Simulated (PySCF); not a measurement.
HClO (SMILES OCl), singlet, geometry from GFN2-xTB; CISD/def2-TZVPP (PySCF).

Input for PySCF:
```python
from pyscf import gto, scf, ci

mol = gto.Mole()
mol.atom = '''
    O    -0.008741    1.098296    0.016436
    H    -0.944582    1.335065    0.004393
    Cl    0.059677   -0.595379   -0.007993
'''
mol.basis = 'def2-tzvpp'
mol.charge = 0
mol.spin = 0
mol.verbose = 4
mol.max_memory = 1800
mol.build()

mf = scf.RHF(mol)
mf.kernel()

myci = ci.CISD(mf, frozen=6)
myci.kernel()
print('E(CISD) = %.10f' % myci.e_tot)
```

Write the output that PySCF gives for this input, abridged.


```
PySCF version 2.14.0

[INPUT] verbose = 4
[INPUT] num. atoms = 3
[INPUT] num. electrons = 26
[INPUT] charge = 0
[INPUT] spin (= nelec alpha-beta = 2S) = 0
[INPUT] symmetry False subgroup None
[INPUT] Mole.unit = angstrom
[INPUT] Symbol           X                Y                Z      unit          X                Y                Z       unit  Magmom
[INPUT]  1 O     -0.008741000000   1.098296000000   0.016436000000 AA   -0.016518096055   2.075478643705   0.031059538583 Bohr   0.0
[INPUT]  2 H     -0.944582000000   1.335065000000   0.004393000000 AA   -1.785001282194   2.522907208492   0.008301566865 Bohr   0.0
[INPUT]  3 Cl     0.059677000000  -0.595379000000  -0.007993000000 AA    0.112773185936  -1.125103250317  -0.015104580914 Bohr   0.0

nuclear repulsion = 50.9724203010458
number of shells = 31
number of NR pGTOs = 125
number of NR cGTOs = 87
basis = def2-tzvpp
ecp = {}

******** <class 'pyscf.scf.hf.RHF'> ********
method = RHF
initial guess = minao
damping factor = 0
level_shift factor = 0
DIIS = <class 'pyscf.scf.diis.CDIIS'>
diis_start_cycle = 1
diis_space = 8
diis_damp = 0
SCF conv_tol = 1e-09
SCF conv_tol_grad = None
SCF max_cycles = 50
direct_scf = True
direct_scf_tol = 1e-13
Set gradient conv threshold to 3.16228e-05
Initial guess from minao.
init E= -534.907360662056
  HOMO = -0.347613186998707  LUMO = -0.0956051285481792  gap/eV = 6.85749
cycle= 1 E= -534.892196946287  delta_E= 0.0152  |g|= 0.341  |ddm|= 1.36
  HOMO = -0.449041662870195  LUMO = 0.0715870684085118  gap/eV = 14.16703
cycle= 2 E= -534.914195784681  delta_E= -0.022  |g|= 0.107  |ddm|= 0.253
  HOMO = -0.441521498167084  LUMO = 0.0833146486343566  gap/eV = 14.28152
cycle= 3 E= -534.916121029369  delta_E= -0.00193  |g|= 0.035  |ddm|= 0.0661
  HOMO = -0.441836041512892  LUMO = 0.0868454948122306  gap/eV = 14.38616
cycle= 4 E= -534.91639464898  delta_E= -0.000274  |g|= 0.0127  |ddm|= 0.0246
  HOMO = -0.443084679449713  LUMO = 0.0861191200031257  gap/eV = 14.40037
cycle= 5 E= -534.916445563121  delta_E= -5.09e-05  |g|= 0.00387  |ddm|= 0.00991
  HOMO = -0.443028326896943  LUMO = 0.0863185516516083  gap/eV = 14.40426
cycle= 6 E= -534.916452380642  delta_E= -6.82e-06  |g|= 0.00113  |ddm|= 0.00381
  HOMO = -0.443168954968206  LUMO = 0.0862603874713912  gap/eV = 14.40651
cycle= 7 E= -534.916453414083  delta_E= -1.03e-06  |g|= 0.000395  |ddm|= 0.00187
  HOMO = -0.443149332179046  LUMO = 0.0862780887480668  gap/eV = 14.40645
cycle= 8 E= -534.916453542647  delta_E= -1.29e-07  |g|= 0.000117  |ddm|= 0.000738
  HOMO = -0.443159598318879  LUMO = 0.086274275691423  gap/eV = 14.40663
cycle= 9 E= -534.916453552285  delta_E= -9.64e-09  |g|= 3.41e-05  |ddm|= 0.000208
  HOMO = -0.443157033164192  LUMO = 0.0862756484869323  gap/eV = 14.40660
cycle= 10 E= -534.91645355366  delta_E= -1.37e-09  |g|= 1.44e-05  |ddm|= 8.14e-05
  HOMO = -0.443157231163484  LUMO = 0.0862750561524663  gap/eV = 14.40659
cycle= 11 E= -534.916453553956  delta_E= -2.96e-10  |g|= 3.84e-06  |ddm|= 4.67e-05
  HOMO = -0.443157255574749  LUMO = 0.0862750524857674  gap/eV = 14.40659
Extra cycle  E= -534.91645355397  delta_E= -1.42e-11  |g|= 2.09e-06  |ddm|= 5.67e-06
converged SCF energy = -534.91645355397

******** <class 'pyscf.ci.cisd.RCISD'> ********
CISD nocc = 7, nmo = 81
frozen orbitals 6
max_cycle = 50
direct = 0
conv_tol = 1e-09
max_cycle = 50
max_space = 12
lindep = 0
nroots = 1
Init t2, MP2 energy = -0.437556360802338
RCISD converged
E(RCISD) = -535.3322698362989  E_corr = -0.415816282329156
E(CISD) = -535.3322698363
```
